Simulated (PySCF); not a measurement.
Gas-phase reaction: 3 GeCl2 + 2 O3 → 3 GeO2 + 3 Cl2

Energies from PySCF (xtb for GFN2), thermal terms from the rigid-rotor harmonic-oscillator model, ideal gas at 1 bar. † marks an energy on the PBE0/def2-TZVP geometry and frequencies; other levels use their own. All species are closed-shell singlets. Ge: all electrons, no relativistic terms. GeO2: computed as isolated molecules; such fragments, hydroxides, amides, oligomers or adducts are transient or little studied in the gas. Strong static correlation: O3.

| level | ΔH°(298 K), kJ |
|---|---|
| GFN2-xTB | … |
| PBE/def2-SVP | … |
| PBE/def2-TZVP† | … |
| LDA/def2-TZVP† | 61 |
| ωB97M-V/def2-TZVP† | -3 |
| ωB97X-V/def2-TZVP† | -9 |

Some entries are withheld; supply them.


- GFN2-xTB, ΔH°(298 K), kJ: -159
- PBE/def2-SVP, ΔH°(298 K), kJ: 182
- PBE/def2-TZVP†, ΔH°(298 K), kJ: 35
